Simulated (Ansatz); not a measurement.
phosphoric acid (H3O4P), singlet, at a GFN2-xTB geometry; Ansatz (a quantum-chemistry and plane-wave program) with B3LYP/6-31G**.

Input for Ansatz:
Ansatz 0.2 input:
```yaml
crystal:
  periodic: [false, false, false]
  atoms:
    - {symbol: O, position_ang: [0.49639997, 0.07749188, 1.46274063]}
    - {symbol: P, position_ang: [0.07763513, -0.00187854, -0.06678288]}
    - {symbol: O, position_ang: [1.18776102, -0.02874031, -1.02172942]}
    - {symbol: O, position_ang: [-0.88586825, -1.26330432, -0.10643158]}
    - {symbol: O, position_ang: [-0.92691551, 1.21766505, -0.22393643]}
    - {symbol: H, position_ang: [1.27103163, 0.62878945, 1.55130795]}
    - {symbol: H, position_ang: [-0.37287092, -2.04878771, -0.28441190]}
    - {symbol: H, position_ang: [-1.03370548, 1.42327804, -1.15029845]}
basis:
  gaussian:
    orbitals: 6-31G__.json
hamiltonian:
  xc: b3lyp
```
The basis file holds 6-31G** in the JSON format of the Basis Set Exchange.

The log (banner, timings and long lists left out):

```
Functional definition: B3LYP
930 factors; their error is unknown
mean field evaluation 1: about -17515.8803 eV, gradient 8.7e1 eV
mean field evaluation 2: about -17500.4640 eV, gradient 1.3e2 eV
mean field evaluation 4: about -17528.0330 eV, gradient 4.8e0 eV
mean field evaluation 8: about -17528.0682 eV, gradient 1.5e-2 eV
mean field -17528.14277335 eV, -644.1473659187 hartree, gradient 1.3e-5 eV, S^2 0.000000; 0 other end points of the search recorded, 0 dependent functions left out
reference -17528.14296202 eV, -644.1473728522 hartree; 25, 25 occupied and 69, 69 virtual orbitals, 930 factors
Total energy: -17528.14296202 eV, -644.1473728522 hartree
```
